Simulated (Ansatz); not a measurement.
Cost and result for the atomization energy of AlCl2GeH3, SMILES `[Cl][Al]([Cl])[GeH3]` (7 atoms, 6 bonds).

The species carries charge 0 and has multiplicity 1. Correlated methods include outer-core shells of Ge, which these sets cover unevenly. Scalar relativity is left out up to krypton. All single points use the PBE0-D4/def2-TZVP geometry. Program: Ansatz. All runs use 4 threads of a server CPU on a shared host. Times are those of one run each, without the atoms' runs, and a repeat can differ threefold. Electronic energies, without spin–orbit coupling; frozen cores. CCSD(T)/CBS adds CCSD(T) − MP2 in def2-TZVPP to the MP2 limit, and its time is that of the two runs behind it. T1 = 0.011. With those shells the extrapolation isn't a true limit. B3LYP takes the VWN-RPA correlation (the form of Gaussian; ORCA's B3LYP/G).

CCSD(T)/CBS is a level of theory with its own doubt, some kJ/mol a heavy atom from the limit and from the frozen cores, so smaller differences don't rank the functionals.

```tsv
level	functions	wall time	atomization (kcal/mol)	difference from CCSD(T)/CBS	per bond
BLYP-D4/def2-TZVPP	216	1.4 s	456.3	-18.1	-3.0
PBE-D4/def2-TZVPP (with forces)	216	1.6 s	467.1	-7.3	-1.2
CCSD(T)/def2-SVP	101	2.5 s	440.1	-34.3	-5.7
CAM-B3LYP-D4/def2-TZVPP	216	2.9 s	465.7	-8.7	-1.4
r2SCAN-D4/def2-TZVPP (with forces)	216	3.3 s	476.0	1.6	0.3
B3LYP-D4/def2-TZVPP (with forces)	216	3.6 s	462.6	-11.8	-2.0
PBE-QIDH/def2-TZVPP	216	3.6 s	469.4	-5.0	-0.8
r2SCANh-D4/def2-TZVPP	216	4 s	473.7	-0.7	-0.1
B97M-V/def2-TZVPP	216	4.9 s	482.1	7.7	1.3
ωB97X-V/def2-TZVPP	216	5.5 s	475.0	0.6	0.1
MP2/def2-QZVPP	389	12 s	474.6	0.2	0.0
CCSD(T)/def2-TZVPP	216	53 s	462.1	-12.3	-2.1
CCSD(T)/CBS(def2)	–	65 s	474.4	0.0	0.0
```

In def2-TZVPP, CCSD(T) changes the Hartree–Fock value by +103.2 kcal/mol (the triples alone add +6.9 kcal/mol) and MP2 by +108.6 kcal/mol; breaking electron pairs costs correlation energy, which Hartree–Fock lacks. Leaving LDA and LC-ωPBE aside and taking each functional with its dispersion term where it has one, the values spread over 25.8 kcal/mol, from BLYP-D4 to B97M-V. LDA lies +61.9 kcal/mol from PBE without D4, its usual overbinding. The D4 term adds +6.9 kcal/mol with B3LYP and +3.7 kcal/mol with PBE0; it sums over pairs of atoms, weighted by their polarisabilities, and B3LYP, whose exchange is more repulsive, gets the larger term.
